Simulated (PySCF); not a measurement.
C7H11O: g tensor and hyperfine couplings

C7H11O (doublet state).
Atom-mapped SMILES: `[CH2:1][C@@H:2]1[C:3](=[CH2:4])[CH2:5][C@@H:6]1[CH2:7][OH:8]` (hydrogens: H9, H10 on C1; H11 on C2; H12, H13 on C4; H14, H15 on C5; H16 on C6; H17, H18 on C7; H19 on O8)

Structure used (GFN2-xTB), in Å, numbered top down from 1:
```xyz
19
C7H11O angstrom
C     -1.1086   -1.7093    0.0554
C     -0.6626   -0.5005    0.7292
C     -1.0956    0.8379    0.1375
C     -2.2593    1.2737   -0.2941
C      0.2951    1.3996    0.1554
C      0.8200    0.0029    0.5293
C      1.5803   -0.6905   -0.5929
O      2.8353   -0.0986   -0.8325
H     -1.5055   -2.5394    0.6061
H     -1.0944   -1.7699   -1.0153
H     -0.8934   -0.5507    1.7965
H     -3.1449    0.6633   -0.2397
H     -2.3720    2.2605   -0.7123
H      0.6607    1.7868   -0.7942
H      0.4495    2.1565    0.9241
H      1.4100   -0.0363    1.4489
H      1.6907   -1.7603   -0.3570
H      1.0347   -0.5976   -1.5335
H      3.3503   -0.1189   -0.0182
```

The hyperfine couplings belong to this conformer and change with its torsions.

Method used: PySCF, UKS B3LYP, pcH-1 on C H O, non-relativistic, mean-field spin-orbit, GIAO. Isolated species at its GFN2-xTB geometry (one conformer only). Couplings are sensitive to structure, and on GFN2-xTB geometries they can be far from those on DFT ones. Stability of the SCF solution: not tested.

- g1, g2, g3: 2.00220, 2.00272, 2.00293
- g_iso: 2.00262
- Form of g: rhombic: the two nearest values differ by 28 % of g3 − g1
- ⟨S²⟩: 0.7540 (exact 0.7500)
- α and β electrons: 31, 30
- HOMO–LUMO gap, α and β orbitals: 5.53, 5.10 eV
- Total energy: -348.49674 Eh

Hyperfine couplings atom by atom, in mT; T1 to T3 are the principal values of the dipolar part; ρ(0) is the spin density at the nucleus (MHz turned into mT with g_iso):

| atom | isotope | a_iso | T1 | T2 | T3 | Mulliken spin population | ρ(0) (bohr⁻³) |
| --- | --- | --- | --- | --- | --- | --- | --- |
| C1 | 13C | 3.01 | -2.81 | -2.78 | 5.59 | 1.05 | 0.0750 |
| C2 | 13C | -1.34 | -0.07 | -0.05 | 0.12 | -0.10 | -0.0335 |
| C3 | 13C | 2.56 | -0.20 | -0.16 | 0.36 | 0.05 | 0.0637 |
| C4 | 13C | -0.06 | -0.08 | 0.01 | 0.07 | 0.00 | -0.0015 |
| C5 | 13C | -0.13 | -0.03 | 0.00 | 0.03 | 0.00 | -0.0031 |
| C6 | 13C | 2.44 | -0.31 | -0.28 | 0.59 | 0.08 | 0.0609 |
| C7 | 13C | 0.06 | -0.05 | 0.01 | 0.04 | 0.00 | 0.0014 |
| O8 | 17O | -0.02 | -0.07 | 0.03 | 0.04 | 0.00 | 0.0009 |
| H9 | 1H | -2.24 | -1.37 | 0.00 | 1.36 | -0.05 | -0.0140 |
| H10 | 1H | -2.17 | -1.34 | -0.02 | 1.36 | -0.05 | -0.0136 |
| H11 | 1H | 0.30 | -0.16 | -0.15 | 0.31 | 0.00 | 0.0019 |
| H12 | 1H | -0.01 | -0.11 | -0.07 | 0.18 | 0.00 | -0.0001 |
| H13 | 1H | 0.04 | -0.06 | -0.03 | 0.09 | 0.00 | 0.0003 |
| H14 | 1H | 0.00 | -0.05 | -0.03 | 0.09 | 0.00 | 0.0000 |
| H15 | 1H | 0.02 | -0.06 | -0.03 | 0.09 | 0.00 | 0.0001 |
| H16 | 1H | 0.02 | -0.16 | -0.07 | 0.22 | 0.00 | 0.0001 |
| H17 | 1H | 0.10 | -0.16 | -0.08 | 0.24 | 0.00 | 0.0006 |
| H18 | 1H | 0.00 | -0.10 | -0.09 | 0.19 | 0.00 | 0.0000 |
| H19 | 1H | -0.01 | -0.04 | -0.02 | 0.06 | 0.00 | -0.0001 |

Largest spin populations (Mulliken): C1 (+1.05), C2 (-0.10) and C6 (+0.08). No atom but C1 exceeds +0.15. The positive populations add up to 1.20 and the negative ones to -0.20, together 2S = 1. The angles at C1 add up to 359.9°, so it is planar; its axial dipolar tensor and the negative couplings of its protons fit spin in a p orbital normal to that plane.

Axes: g2 points within 14° of the C1–C2 bond.

Under fast tumbling the dipolar parts average out, and these isotropic splittings remain: 2 × 1H (H9/H10, I = 1/2, 3 lines) with 2.20 mT, 1 × 1H (H11, I = 1/2, 2 lines) with 0.30 mT, 1 × 1H (H17, I = 1/2, 2 lines) with 0.10 mT and 1 × 1H (H13, I = 1/2, 2 lines) with 0.04 mT.

Class means assume fast exchange of nuclei equivalent by connectivity; if that motion is slow, each nucleus keeps its own coupling.

The 13C coupling of C1 (84.3 MHz) shows only in satellite lines or after enrichment, since that isotope makes up about 1.07 % of natural carbon.

The spin density at the nucleus, in bohr⁻³, is negative for C2 (-0.0335), H9/H10 (-0.0138) and C5 (-0.0031), for instance. A restricted open-shell determinant has no negative spin density anywhere; here it arises because α and β orbitals differ (spin polarisation).

Time: 90 s (with the writing of density and orbital grids); peak memory 0.97 GiB. Hardware: Arm Neoverse V1, one thread, no GPU, on a shared host.
